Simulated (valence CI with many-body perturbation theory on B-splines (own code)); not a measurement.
# Basis-set convergence for Cd³⁴⁺

Computed by configuration interaction combined with many-body perturbation theory (CI+MBPT): four valence electrons over a frozen Dirac-Fock core [Ne], a basis of 9 s, 9 p, 8 d, 6 f, 3 g, 1 h functions for each j, with the one-electron correlation potential Σ1 (screened to all orders), the two-electron term Σ2, the three-electron term Σ3, Breit, model QED; selected single and double excitations, second order for the rest, scaled by the run's own slope (own B-spline code, finite nucleus).

The last digits are not significant, and no measured levels were compared; by estimate large intervals hold to a few tenths of a per cent, small ones and those within an open d or f shell to about a per cent.

The reference run has the lowest level (3s^2 3p1/2^2) J=0 and an ionisation energy of 2193.78 eV. Its largest variational space holds 20208 state functions.

Levels are named by their leading jj configuration (3d3/2^4 stands for four electrons in 3d with j = 3/2), which in mixed levels can hold well under half, so a name can repeat and another be missing. Letters in brackets count levels of one name in rising energy.

Changed runs:
A. basis 6 s, 6 p, 5 d, 3 f, 1 g
B. basis 5 s, 5 p, 4 d, 2 f

Excitation energies of the reference run in cm⁻¹, and shifts in cm⁻¹:

```
                     Level  Reference       A      B
    (3s^2 3p1/2 3p3/2) J=1     327278     -76   -219
    (3s^2 3p1/2 3p3/2) J=2     371004     +21   +117
        (3s^2 3p3/2^2) J=2     730096     -20   -2.8
        (3s^2 3p3/2^2) J=0     828079    +100   +334
    (3s 3p1/2^2 3p3/2) J=2    1005370    -147   -437
    (3s 3p1/2^2 3p3/2) J=1    1144810     +10    +54
(3s 3p1/2 3p3/2^2) J=2 [a]    1300130    -155   -482
    (3s^2 3p1/2 3d3/2) J=2    1335470    +152   +322
    (3s 3p1/2 3p3/2^2) J=3    1373760     -50   -147
    (3s 3p1/2 3p3/2^2) J=0    1475560    +3.3    +72
(3s 3p1/2 3p3/2^2) J=1 [a]    1489540    +108   +354
(3s 3p1/2 3p3/2^2) J=2 [b]    1515790    +130   +370
    Ionisation energy (eV)    2193.78  -0.029  -0.09
```
